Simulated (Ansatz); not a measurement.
**Relaxing a trial structure of C5H7AlO**

The starting geometry of this gas-phase singlet was optimised with GFN2-xTB.

```yaml
atoms:
  - { symbol: C, position_ang: [0.6530, 1.7566, 1.4580] }
  - { symbol: C, position_ang: [-0.3481, 0.6666, 1.6158] }
  - { symbol: C, position_ang: [-0.1716, -0.6643, 1.4003] }
  - { symbol: C, position_ang: [-2.3141, -0.3903, 2.0462] }
  - { symbol: C, position_ang: [-1.7047, 0.8273, 2.0234] }
  - { symbol: Al, position_ang: [-2.9060, -2.2568, 1.9676] }
  - { symbol: O, position_ang: [-1.3131, -1.3306, 1.6427] }
  - { symbol: H, position_ang: [0.3628, 2.4176, 0.6423] }
  - { symbol: H, position_ang: [0.7093, 2.3521, 2.3672] }
  - { symbol: H, position_ang: [1.6351, 1.3454, 1.2421] }
  - { symbol: H, position_ang: [0.6888, -1.2264, 1.0888] }
  - { symbol: H, position_ang: [-2.7600, -3.1664, 3.2080] }
  - { symbol: H, position_ang: [-3.4807, -2.8279, 0.6515] }
  - { symbol: H, position_ang: [-2.1653, 1.7639, 2.2726] }
```

Where would you expect an optimisation with PBE-D3(BJ)/def2-SVP to take it?

A bond breaks, leaving `Cc1co[c]([AlH2])c1`. Contacts that open: Al6–O7 (1.87 → 2.90 Å).

The energy falls by 0.84 eV over 29 steps:

| step | E − E(last) (eV) |
| --- | --- |
| 1 | 0.837 |
| 4 | 0.530 |
| 7 | 0.342 |
| 10 | 0.264 |
| 13 | 0.205 |
| 17 | 0.049 |
| 20 | 0.005 |
| 23 | 0.000 |
| 26 | 0.000 |
| 29 | 0.000 |

Final geometry (Å):

```json
{"atom": "C", "x (Å)": "0.5715", "y (Å)": "1.9001", "z (Å)": "1.6516"}
{"atom": "C", "x (Å)": "-0.1720", "y (Å)": "0.6032", "z (Å)": "1.5484"}
{"atom": "C", "x (Å)": "0.2427", "y (Å)": "-0.5592", "z (Å)": "0.9241"}
{"atom": "C", "x (Å)": "-1.7673", "y (Å)": "-1.0328", "z (Å)": "1.7410"}
{"atom": "C", "x (Å)": "-1.4685", "y (Å)": "0.2872", "z (Å)": "2.0714"}
{"atom": "Al", "x (Å)": "-3.3128", "y (Å)": "-2.1523", "z (Å)": "2.0974"}
{"atom": "O", "x (Å)": "-0.6853", "y (Å)": "-1.5377", "z (Å)": "1.0264"}
{"atom": "H", "x (Å)": "0.0057", "y (Å)": "2.7303", "z (Å)": "1.1798"}
{"atom": "H", "x (Å)": "0.7421", "y (Å)": "2.1862", "z (Å)": "2.7103"}
{"atom": "H", "x (Å)": "1.5597", "y (Å)": "1.8424", "z (Å)": "1.1555"}
{"atom": "H", "x (Å)": "1.1601", "y (Å)": "-0.8153", "z (Å)": "0.3806"}
{"atom": "H", "x (Å)": "-4.5071", "y (Å)": "-1.4870", "z (Å)": "2.9277"}
{"atom": "H", "x (Å)": "-3.3606", "y (Å)": "-3.6609", "z (Å)": "1.5745"}
{"atom": "H", "x (Å)": "-2.1228", "y (Å)": "0.9625", "z (Å)": "2.6375"}
```

No frequencies were run, so the end isn't proven a minimum. Run with Ansatz 0.2.0, 37 s on 4 threads of Arm Neoverse V1 (shared host).
